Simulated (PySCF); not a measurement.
## Stretching InC

Set-up: basis In x2c-TZVPPall, C x2c-TZVPPall; spin-free X2C with a Gaussian nucleus; PySCF 2.14. Energies in eV from In + C in their ground configurations at the same level. State: ⁴Σ⁻ (quartet), unpaired electrons σ ↑, π ↑↑.

| R (Å) | MN15 | r²SCAN | ωB97X |
| --- | --- | --- | --- |
| 1.898 | -2.251 | -2.446 | -2.226 |
| 1.986 | -2.603 | -2.818 | -2.606 |
| 2.075 | -2.790 | -3.020 | -2.813 |
| 2.141 | -2.852 | -3.090 | -2.886 |
| 2.207 | -2.865 | -3.109 | -2.905 |
| 2.273 | -2.839 | -3.088 | -2.883 |
| 2.361 | -2.762 | -3.015 | -2.808 |
| 2.472 | -2.618 | -2.876 | -2.662 |
| 2.604 | -2.407 | -2.670 | -2.443 |
| 2.781 | -2.098 | -2.369 | -2.117 |

Q: Put a parabola through the three lowest points of the MN15 curve and estimate Re, k and ωe (reduced mass 10.87 u; 1 eV/Å² = 0.16022 mdyn/Å; ωe = 1302.8·√(k/μ) cm⁻¹).

A: Through R = 2.141, 2.207, 2.273 Å the second-order coefficient is 4.48 eV/Å², so Re ≈ 2.196 Å, k ≈ 1.43 mdyn/Å and ωe ≈ 473 cm⁻¹. A polynomial fit of higher order to the unrounded MN15 energies gives Re = 2.193 Å, k = 1.46 mdyn/Å, ωe = 478 cm⁻¹; anharmonicity and rounding make the difference.

The higher-order fit for each curve: MN15: Re = 2.193 Å, ωe = 478 cm⁻¹, De = 2.87 eV; r²SCAN: Re = 2.202 Å, ωe = 478 cm⁻¹, De = 3.11 eV; ωB97X: Re = 2.202 Å, ωe = 486 cm⁻¹, De = 2.90 eV.

These are scalar-relativistic numbers at best; spin–orbit coupling would shift them, the dissociation energy most. The state was picked by a PBE0 search and need not be the measured ground state.
